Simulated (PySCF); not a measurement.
C₃H₁₀SSi.
Geometry (PBE0-D3(BJ)/def2-SVP, Å), atoms numbered from 1 in this order:
```xyz
15
C3H10SSi angstrom
C     -1.943    0.832    0.384
C     -0.842   -0.039    0.963
C     -0.127   -0.904   -0.064
S      0.703    0.011   -1.421
Si     2.280    0.978   -0.345
H     -1.540    1.513   -0.381
H     -2.424    1.439    1.165
H     -2.724    0.220   -0.096
H     -0.104    0.589    1.492
H     -1.258   -0.716    1.730
H      0.615   -1.561    0.416
H     -0.845   -1.556   -0.587
H      1.819    2.128    0.494
H      3.227    1.486   -1.378
H      2.962   -0.006    0.553
```

Computed with PySCF at PBE0/def2-SVPD, non-relativistic, on one gas-phase PBE0-D3(BJ)/def2-SVP geometry that isn't relaxed in the solvent. The solvent is an IEF-PCM continuum (van der Waals radii × 1.2), and excitations are vertical TDDFT with non-equilibrium linear response and a frozen core. Only the electrostatic response of the medium enters.

```tsv
run	E − E(gas) (kcal/mol)	HOMO (eV)	HOMO–LUMO gap (eV)	dipole (D)	lowest singlet (eV)	static polarisability (au)
gas	0.00	-6.92	7.04	1.68	5.59	87.4
P	-1.61	-6.96	7.12	2.19	5.65	110.1
Q	-0.86	-6.93	7.08	1.94	5.61	98.9
```

**Question.** The runs were made in chloroform and cyclohexane. Which run belongs to which solvent?

**Answer.** P = chloroform, Q = cyclohexane. The dielectric constants are 2.017 (cyclohexane), 4.711 (chloroform), and the energy falls further as ε rises. The optical constants n² used for the excitations are 2.04, 2.09 in the same order. In this model the ground state sees the solvent through ε alone.

**Question.** How constant is the ratio of the lowering to (ε − 1)/(2ε + 1)?

**Answer.** 
```csv
solvent,(ε − 1)/(2ε + 1),E − E(gas) (kcal/mol),ratio (kcal/mol),polarisation term (kcal/mol)
cyclohexane,0.202,-0.86,-4.3,-0.93
chloroform,0.356,-1.61,-4.5,-1.85
```

The ratio changes by +6.0 % in size from cyclohexane to chloroform. The polarisation term is half the interaction of the solute with the induced surface charges.

Rough CPU time on one thread of a shared machine: about 40 s. This is the whole response run at PBE0/def2-SVPD in chloroform, SCF included.
